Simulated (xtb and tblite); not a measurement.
Conformational energy of SMILES CC(C)(C)/C=C\B(O)O. Scanned: dihedral C5–C6–B7–O8 and dihedral O9–B7–O8–H21; all other coordinates were relaxed at GFN2-xTB. Points at φ and −φ are mirror images.

Atom numbering (GFN2-xTB optimised geometry, Å):
```
22

C     -2.3339    -0.2997     0.6338
C     -0.9348    -0.0584     0.0573
C     -0.4673     1.3436     0.4607
C     -0.9901    -0.1634    -1.4723
C      0.0077    -1.1155     0.5816
C      1.3333    -1.1168     0.4943
B      2.3161    -0.0592    -0.1442
O      2.3030     0.1927    -1.4722
O      3.2709     0.5785     0.5981
H     -2.3168    -0.2385     1.7203
H     -3.0319     0.4466     0.2603
H     -2.7024    -1.2830     0.3491
H      0.5115     1.5544     0.0413
H     -0.4052     1.4260     1.5442
H     -1.1679     2.0921     0.0961
H     -1.3479    -1.1466    -1.7703
H      0.0016    -0.0175    -1.8890
H     -1.6636     0.5883    -1.8789
H     -0.4858    -1.9515     1.0652
H      1.8429    -1.9670     0.9410
H      2.9838     0.8078    -1.7501
H      3.2768     0.3872     1.5337
```

Level of theory: GFN2-xTB run with xtb and tblite.

Energy in kJ/mol above the lowest grid point; x is the dihedral C5–C6–B7–O8 (°), y the dihedral O9–B7–O8–H21 (°).

| y \ x | -150 | -120 | -90 | -60 | -30 | 0 | 30 | 60 | 90 | 120 | 150 | 180 |
|---|---|---|---|---|---|---|---|---|---|---|---|---|
| 180 | 22.7 | 18.0 | 16.9 | 18.7 | 23.4 | 25.1 | 23.4 | 18.7 | 16.9 | 18.0 | 22.7 | 25.1 |
| 150 | 30.5 | 25.8 | 24.0 | 24.8 | 29.7 | 32.3 | 31.1 | 27.9 | 25.5 | 26.1 | 30.9 | 32.9 |
| 120 | 48.3 | 43.4 | 41.1 | 40.1 | 44.3 | 47.2 | 46.7 | 45.3 | 43.5 | 43.4 | 48.0 | 50.2 |
| 90 | 57.0 | 52.4 | 49.5 | 47.0 | 49.0 | 51.9 | 51.8 | 51.0 | 51.2 | 50.4 | 54.1 | 57.6 |
| 60 | 42.2 | 38.1 | 35.0 | 32.6 | 33.5 | 34.9 | 35.2 | 34.0 | 34.8 | 34.8 | 37.8 | 41.6 |
| 30 | 18.5 | 14.6 | 12.1 | 10.2 | 11.1 | 11.8 | 11.6 | 10.5 | 11.4 | 12.4 | 15.5 | 18.2 |
| 0 | 6.8 | 3.2 | 1.3 | 0.0 | 1.0 | 1.5 | 1.0 | 0.0 | 1.3 | 3.2 | 6.8 | 7.8 |
| -30 | 15.5 | 12.4 | 11.4 | 10.5 | 11.6 | 11.8 | 11.1 | 10.2 | 12.1 | 14.6 | 18.5 | 18.2 |
| -60 | 37.8 | 34.8 | 34.8 | 34.0 | 35.2 | 34.9 | 33.5 | 32.6 | 35.0 | 38.1 | 42.2 | 41.6 |
| -90 | 54.1 | 50.4 | 51.2 | 51.0 | 51.8 | 51.9 | 49.0 | 47.0 | 49.5 | 52.4 | 57.0 | 57.6 |
| -120 | 48.0 | 43.4 | 43.5 | 45.3 | 46.7 | 47.2 | 44.3 | 40.1 | 41.1 | 43.4 | 48.3 | 50.2 |
| -150 | 30.9 | 26.1 | 25.5 | 27.9 | 31.1 | 32.3 | 29.7 | 24.8 | 24.0 | 25.8 | 30.5 | 32.9 |

Points that lie below all their neighbours on the grid: x = -60, y = 0 (0.0 kJ/mol); x = 60, y = 0 (0.0 kJ/mol); x = -90, y = 180 (16.9 kJ/mol); x = 90, y = 180 (16.9 kJ/mol). The lowest path on the grid from the first to the second passes x = 0, y = 0 at 1.5 kJ/mol.
